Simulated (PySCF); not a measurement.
Species: selenious acid, H2O3Se.
Numbering: `[O:1]=[Se:2]([OH:3])[OH:4]` (hydrogens: H5 on O3; H6 on O4)

Geometry (PBE0-D3(BJ)/def2-SVP, Å), atoms numbered from 1 in this order:
```xyz
6
H2O3Se angstrom
O      0.1937    1.5279    0.4530
Se    -0.0358    0.5133   -0.7754
O      1.2473   -0.7000   -0.5386
O     -1.4379   -0.4528   -0.2577
H      1.5763   -0.5775    0.3685
H     -1.5191   -0.3402    0.7046
```

Theory: core-valence-separated Tamm–Dancoff BHandHLYP/aug-pcX-1 (pcseg-1 on H, def2-SVPD on Se) in PySCF, non-relativistic, gas phase, PBE0-D3(BJ)/def2-SVP geometry.

Computed oxygen K-edge spectrum, Gaussian lines of 0.4 eV full width, highest printed point 100; it ends one width below the last computed root. No empirical shift is added; at this level the pattern usually sits a few eV under experiment.

photon energy (eV), absorption and a bar:
```
    530.1          1 
    530.2          4 #
    530.3         13 ####
    530.4         30 #########
    530.5         52 ###############
    530.6         66 ####################
    530.7         66 ####################
    530.8         55 #################
    530.9         41 ############
    531.0         35 ###########
    531.1         47 ##############
    531.2         76 #######################
    531.3        100 ##############################
    531.4         96 #############################
    531.5         68 #####################
    531.6         42 ############
    531.7         32 ##########
    531.8         34 ##########
    531.9         33 ##########
    532.0         24 #######
    532.1         13 ####
    532.2          5 #
    532.3          1 
    532.4          0 
    532.5          0 
    532.6          1 
    532.7          3 #
    532.8         12 ####
    532.9         32 ##########
    533.0         64 ###################
    533.1         93 ############################
    533.2         98 ##############################
    533.3         77 #######################
    533.4         47 ##############
    533.5         23 #######
    533.6         10 ###
    533.7          4 #
    533.8          1 
    533.9          0 
    534.0          0 
    534.1          0 
    534.2          0 
    534.3          1 
    534.4          3 #
    534.5          9 ###
    534.6         17 #####
    534.7         23 #######
    534.8         22 #######
    534.9         15 #####
    535.0          8 ##
    535.1          4 #
    535.2          4 #
    535.3          4 #
    535.4          3 #
```

Q: Assign the maxima to core holes.

A: 5 maxima:
- 530.6 eV: O1 (oxygen bonded to Se), 530.59 eV, f = 0.042, 75 % of the height at the exact maximum; O1 (oxygen bonded to Se), 530.83 eV, f = 0.023, 25 % of the height at the exact maximum
- 531.3 eV: O3/O4 (hydroxyl oxygen), 531.32 eV, f = 0.041, 50 % of the height at the exact maximum; O3/O4 (hydroxyl oxygen), 531.36 eV, f = 0.040, 49 % of the height at the exact maximum
- 531.8 eV: O1 (oxygen bonded to Se), 531.86 eV, f = 0.026, 96 % of the height at the exact maximum
- 533.2 eV: O3/O4 (hydroxyl oxygen), 533.12 eV, f = 0.047, sum of 2, 58 % of the height at the exact maximum; O3/O4 (hydroxyl oxygen), 533.23 eV, f = 0.034, sum of 2, 41 % of the height at the exact maximum
- 534.7 eV: O3/O4 (hydroxyl oxygen), 534.73 eV, f = 0.017, sum of 2, 96 % of the height at the exact maximum

Further lines of some strength in the range: O1, 533.50 eV, f = 0.005.

Roots within 0.03 eV on the same or equivalent atoms count as one line; shares under 12 % aren't listed.

Vibrational structure and lifetime widths aren't in the curve. The ionisation threshold wasn't computed; near and above it a finite basis only mimics Rydberg series and continuum. Relativistic effects, spin–orbit coupling among them, are left out although an element past zinc is present.

One conformer stands for the species.
